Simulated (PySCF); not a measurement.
C4H9FSi, SMILES [C@H]1([C@@](F)(C1)[SiH3])C. Geometry optimised at PBE-D3(BJ)/def2-SVP. The structure was generated by enumeration; whether it is a known compound was not checked.

Computed equilibrium geometry at PBE-D3(BJ)/def2-SVP (PySCF confirms it by a frequency run) as bond lengths and angles:
Atoms: C1 C2 C3 C4 F5 Si6 H7 H8 H9 H10 H11 H12 H13 H14 H15. Bonded distances (Å): C1–C2 1.512, C1–H7 1.110, C1–H8 1.110, C1–H9 1.108, C2–C3 1.514, C2–C4 1.513, C2–H10 1.104, C3–C4 1.513, C3–H11 1.103, C3–H12 1.101, C4–F5 1.396, C4–Si6 1.895, Si6–H13 1.503, Si6–H14 1.505, Si6–H15 1.502. Angles (°): C2–C1–H7 111.5, C2–C1–H8 110.8, C2–C1–H9 111.6, H7–C1–H8 107.8, H7–C1–H9 107.8, H8–C1–H9 107.2, C1–C2–C3 122.4, C1–C2–C4 123.2, C1–C2–H10 115.1, C3–C2–C4 60.0, C3–C2–H10 113.9, C4–C2–H10 111.1, C2–C3–C4 60.0, C2–C3–H11 118.8, C2–C3–H12 118.0, C4–C3–H11 118.5, C4–C3–H12 115.6, H11–C3–H12 114.9, C2–C4–C3 60.1, C2–C4–F5 114.5, C2–C4–Si6 125.9, C3–C4–F5 114.8, C3–C4–Si6 123.9, F5–C4–Si6 109.8, C4–Si6–H13 110.3, C4–Si6–H14 110.0, C4–Si6–H15 108.8, H13–Si6–H14 109.4, H13–Si6–H15 109.2, H14–Si6–H15 109.1.
Charge 0, spin multiplicity 1.
